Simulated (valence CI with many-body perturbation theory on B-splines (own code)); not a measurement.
**Kr4+: what the settings do**

Calculated by valence CI with perturbative core correlation (CI+MBPT): four valence electrons over a frozen Dirac-Fock core [Ar] 3d10, a basis of 6 s, 6 p, 5 d, 3 f, 1 g functions for each j, with the one-electron correlation potential Σ1 (screened to all orders), the two-electron term Σ2, the three-electron term Σ3, Breit, model QED; selected single and double excitations, second order for the rest, scaled by the run's own slope (own B-spline code, finite nucleus).

Against 22 measured levels this calculation errs by 206 cm⁻¹ on average and by 958 at most. These come from a selection out of Saloman, J. Phys. Chem. Ref. Data 36, 215 (2007). Levels without a partner in it may be off by more.

The reference run has the lowest level 4s2.4p2 3P_0 and an ionisation energy of 64.3213 eV. Its largest variational space holds 10021 state functions.

Names give the largest LS component (configuration and term), which can be under half, so a name can repeat, a term be missing and a line seem to break the LS rules; names also repeat where a configuration has a term twice.

Changed runs:
A. scale of Σ1 1 → 0.8
B. Davidson tolerance 2e-05 → 0.0003; screening of Σ1 on → off
C. shift of the energy in Σ1 (hartree) 0 → 0.356
D. highest l in the core sums 6 → 1 (bad on purpose)

Excitation energies of the reference run in cm⁻¹, and shifts in cm⁻¹:

```tsv
Level	Reference	A	B	C	D
4s2.4p2 3P_1	3728	-34	+19	+3.9	-173
4s2.4p2 3P_2	7588	-56	+31	+6.7	-273
4s2.4p2 1D_2	19838	-86	+43	+12	-309
4s2.4p2 1S_0	39429	-116	+52	+18	-300
4s.4p3 5S°_2	97211	-334	+264	+33	-3059
4s.4p3 3D°_1	129427	-390	+280	+52	-2391
4s.4p3 3D°_2	129552	-390	+280	+52	-2385
4s.4p3 3D°_3	130785	-403	+288	+54	-2453
4s.4p3 3P°_0	147811	-425	+292	+58	-2070
4s.4p3 3P°_1	148168	-430	+294	+59	-2088
4s.4p3 3P°_2	148538	-436	+297	+61	-2122
4s.4p3 1D°_2	163210	-501	+314	+92	-1718
Ionisation energy (eV)	64.3213	-0.1441	+0.0320	+0.0304	-0.5317
```
